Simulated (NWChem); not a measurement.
System: NbCl4 cation; SMILES [Cl][Nb+]([Cl])([Cl])[Cl]

Input file for NWChem:

```
start job
memory heap 200 mb stack 900 mb global 1100 mb
charge 1
geometry units angstroms noautoz
  Nb     0.000000     0.000000     0.000000
  Cl     1.088716    -1.431474     1.271689
  Cl    -1.088716     1.431474     1.271689
  Cl     1.431474     1.088716    -1.271689
  Cl    -1.431474    -1.088716    -1.271689
end
basis spherical
  Nb library def2-svp
  Cl library def2-svp
end
ecp
  Nb library def2-ecp
end
dft
  xc rpbe cpbe96
  iterations 150
  mulliken
end
task dft energy
```

Geometry: optimised at PBE0/def2-SVP. The spin multiplicity was typed, not searched, and may not be the lowest. def2 effective core potentials on Nb; no spin-orbit coupling.

### Question
Give the results of this calculation. (RPBE/def2-SVP with def2 effective core potentials on Nb.) Quantities: energy (Ha); highest occupied level (eV); orbital gap (eV).

### Answer
energy (Ha): -1897.03
highest occupied level (eV): -13.84
orbital gap (eV): 3.91
